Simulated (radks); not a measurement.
Results of a calculation; reference values are marked as such.
Excited configurations of Br IX: one electron is placed in a higher orbital outside [Ar] 3d8. The ground configuration is [Ar] 3d9. Code: a radial shooting solver on a logarithmic mesh with Libxc functionals. Model: Dirac Kohn-Sham, PBE, spin-unpolarised, spherical densities, point nucleus; open shells fill j = l - 1/2 first. Excitation = E - E(ground); binding = E(ion) - E, where the ion is the core of charge +9; n* = 9/sqrt(2 binding) in atomic units. These energies are relativistic, and a one-electron ion of charge +9 with no core already has n* below n in this formula (Dirac formula, point nucleus: 4s1/2 3.998, 4p1/2 3.998, 5p1/2 4.998, 5f5/2 5.000, 6s1/2 5.998, 6p1/2 5.998, 6d3/2 5.999, 6f5/2 6.000, 7s1/2 6.998, 7p1/2 6.998). The quantum defect is therefore taken as that value minus n*, so that it holds no relativistic shift of the bare ion.

[
 {"outer orbital": "4s1/2", "excitation (eV)": "82.547", "binding (eV)": "145.54", "n*": "2.752", "quantum defect": "1.246", "<r> (bohr)": "1.298"},
 {"outer orbital": "4p1/2", "excitation (eV)": "100.52", "binding (eV)": "127.56", "n*": "2.939", "quantum defect": "1.059", "<r> (bohr)": "1.378"},
 {"outer orbital": "5p1/2", "excitation (eV)": "157.51", "binding (eV)": "70.579", "n*": "3.952", "quantum defect": "1.047", "<r> (bohr)": "2.540"},
 {"outer orbital": "5f5/2", "excitation (eV)": "181.33", "binding (eV)": "46.752", "n*": "4.855", "quantum defect": "0.144", "<r> (bohr)": "3.253"},
 {"outer orbital": "6s1/2", "excitation (eV)": "179.37", "binding (eV)": "48.715", "n*": "4.756", "quantum defect": "1.242", "<r> (bohr)": "3.807"},
 {"outer orbital": "6p1/2", "excitation (eV)": "183.09", "binding (eV)": "44.995", "n*": "4.949", "quantum defect": "1.049", "<r> (bohr)": "4.021"},
 {"outer orbital": "6d3/2", "excitation (eV)": "189.51", "binding (eV)": "38.569", "n*": "5.345", "quantum defect": "0.654", "<r> (bohr)": "4.483"},
 {"outer orbital": "6f5/2", "excitation (eV)": "195.58", "binding (eV)": "32.507", "n*": "5.823", "quantum defect": "0.177", "<r> (bohr)": "5.000"},
 {"outer orbital": "7s1/2", "excitation (eV)": "194.67", "binding (eV)": "33.412", "n*": "5.743", "quantum defect": "1.255", "<r> (bohr)": "5.547"},
 {"outer orbital": "7p1/2", "excitation (eV)": "196.83", "binding (eV)": "31.257", "n*": "5.938", "quantum defect": "1.060", "<r> (bohr)": "5.826"}
]

The Delta-SCF ionisation energy is 228.08 eV (NIST Atomic Spectra Database: 224 eV, theoretical). Self-interaction in the functional shifts the binding energies and quantum defects, so they are the method's values and not measured ones. Spin polarisation and multiplet splitting are left out, so open shells lie too high by an amount that depends on their filling.

Beside tabulated values, note that spin-unpolarised runs miss the spin-polarisation part of the exchange energy of open shells.
